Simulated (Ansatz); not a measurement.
`O[C]1=[N][GeH2]1` at its PBE0-D4/def2-TZVP geometry, where that method's forces vanish. Total charge 0; spin multiplicity 1.

```xyz
7

O     0.3859    1.1476   -1.5161
C     0.2287    0.4396   -0.4083
N     0.7924    0.4744    0.7225
Ge   -0.5720   -0.8971    0.6089
H     1.0875    1.7987   -1.3472
H    -1.8543   -0.6280    1.3890
H    -0.0684   -2.3353    0.5511
```

Question: What forces (eV/Å) does PBE-D4/def2-TZVPP give on these atoms in Ansatz? (Estimate.)

Answer: Ansatz gave: 
```
O1  -0.325 -0.025 -0.640
C2  -0.257 -0.071 -0.403
N3   0.672  0.294  0.831
Ge4 -0.394 -0.426  0.029
H5   0.365  0.343  0.079
H6  -0.137  0.043  0.101
H7   0.075 -0.159  0.002
```
